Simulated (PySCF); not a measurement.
Si(H)2(Me)(NEtMe), SMILES CCN(C)[SiH2]C (C4H13NSi), GFN2-xTB optimised geometry.

```
19

Si     0.80    -1.30     0.00
C      2.69    -1.30     0.00
N      0.23     0.33     0.00
C      1.03     1.43     0.47
C     -1.18     0.65     0.05
C     -2.08    -0.36    -0.65
H      0.35    -2.09     1.16
H      0.33    -1.95    -1.23
H      3.10    -0.95     0.94
H      3.10    -0.69    -0.80
H      3.05    -2.31    -0.15
H      0.78     1.70     1.51
H      0.85     2.31    -0.15
H      2.08     1.18     0.42
H     -1.32     1.63    -0.43
H     -1.51     0.75     1.10
H     -1.76    -0.48    -1.68
H     -2.04    -1.32    -0.16
H     -3.10     0.00    -0.64
```

Density from CAM-B3LYP/def2-SVP (PySCF 2.14.0) at that geometry.

Minimum of the electron density along straight lines between bonded atoms, close to the bond critical point (lines longer than 1.1 times the sum of covalent radii, or with two minima, are not listed):

```csv
bond,length / Å,ρ at the minimum / e bohr⁻³,∇²ρ there / e bohr⁻⁵,position (fraction from the first atom)
Si1–C2,1.894,0.113,0.34,0.38
Si1–N3,1.722,0.124,(withheld),0.40
N3–C4,1.444,0.273,-0.78,0.61
N3–C5,1.447,0.273,-0.78,0.61
C5–C6,1.518,(withheld),(withheld),0.50
Si1–H7,1.479,0.115,0.32,0.48
Si1–H8,1.469,0.117,0.33,0.49
C2–H9,1.085,0.272,-0.98,0.63
C2–H10,1.085,0.272,-0.98,0.63
C2–H11,1.085,0.273,-0.99,0.63
C4–H12,1.097,0.275,-1.01,0.63
C4–H13,1.095,0.277,-1.03,0.63
C4–H14,1.085,0.283,-1.09,0.63
C5–H15,1.099,0.277,-1.02,0.63
C5–H16,1.103,0.274,-1.00,0.62
C6–H17,1.086,0.279,-1.04,0.63
C6–H18,1.086,0.278,-1.03,0.63
C6–H19,1.088,0.276,-1.02,0.63
```

**Question.** Some entries are withheld; supply them.

**Answer.** 
- Si1–N3, ∇²ρ there / e bohr⁻⁵: 0.73
- C5–C6, ρ at the minimum / e bohr⁻³: 0.251
- C5–C6, ∇²ρ there / e bohr⁻⁵: -0.60
